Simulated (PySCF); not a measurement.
## How the method changes the constants of YbS

State: singlet, about 13.9 electrons in the 4f shell (Mulliken). Set-up: Yb x2c-SVPall, S x2c-SVPall; spin-free X2C with a Gaussian nucleus (PySCF 2.14). De refers to Yb (4f14 6s2) + S in their high-spin ground configurations, without counterpoise correction. A positive dipole means Yb(−)S(+). Levels whose curve was spin-contaminated or gave no clean fit are not listed.

```tsv
Level	Re (Å)	ωe (cm⁻¹)	De (eV)	μ (D)	CPU s a point (SCF and correlation, without the integrals)
RHF	2.402	396	n/a	-11.88	1.2
RHF-MP2	2.331	393	n/a	n/a	2.3
RHF-SCS-MP2	2.353	384	n/a	n/a	n/a
PBE	2.334	392	3.68	-7.36	9.5
BLYP	2.356	379	3.32	-6.97	11
BP86	2.336	391	3.60	-7.29	8.5
r²SCAN	2.318	407	3.82	-7.94	9.4
PBE0	2.341	394	3.22	-8.89	10
ωB97X	2.333	410	2.88	-9.69	15
```

(1) What does a quarter of exact exchange do here, going from PBE to PBE0?

(2) What does the step from GGA to meta-GGA do here, going from PBE to r²SCAN?

(3) What does second-order correlation do here, going from RHF to RHF-MP2?

Correlated steps freeze 23 core orbitals. Spin–orbit coupling is left out, which matters for elements this heavy, above all for dissociation energies.

The whole job (state search and all levels along the bond) took about 23 min on 2 threads of Arm Neoverse V1 (shared host), peak memory 4 GiB.

Results:

(1) PBE0 less PBE: +0.7 pm in Re, +0.5 % in ωe, -0.46 eV in De. Exact exchange removes part of the self-interaction that spreads semilocal densities, and in most molecules shortens and stiffens the bond and lowers De; here Re goes the other way.

(2) r²SCAN less PBE: -1.6 pm in Re, +3.8 % in ωe, +0.14 eV in De. 

(3) RHF-MP2 less RHF: -7.1 pm in Re, -0.8 % in ωe. Correlation nearly always deepens the well. The bond shortens, as in weak, metallic or heavy-atom bonds, where dispersion and the correlation of outer-core electrons pull the atoms together.
